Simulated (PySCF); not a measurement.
Here is a job for PySCF.
```python
from pyscf import gto, scf, dft

mol = gto.M(
    atom='''
As   -0.00000000   -0.00000000   -1.09007048
As    0.00000000    0.00000000    1.09007048
''',
    basis='def2-svp',
    charge=1,
    spin=1,
    verbose=4,
)

mf = dft.UKS(mol)
mf.xc = 'pbe0'
mf.kernel()
```

### Question
What <S^2> does PySCF with PBE0/def2-SVP give?

### Answer
0.752

### Question
What nuclear repulsion energy does PBE0/def2-SVP give?

### Answer
264.3288 Eh

### Question
Give the number of basis functions at the level PBE0/def2-SVP.

### Answer
64

### Question
Predict the Mulliken (on the basis functions themselves) charges in atom order from PBE0/def2-SVP.

### Answer
As1 0.50, As2 0.50

### Question
Predict the total energy from PBE0/def2-SVP.

### Answer
-4470.311041 Ha

### Question
Give the HOMO energy at the level PBE0/def2-SVP.

### Answer
-13.85 eV

These values belong to the state on which the SCF converged, which isn't shown to be the lowest.
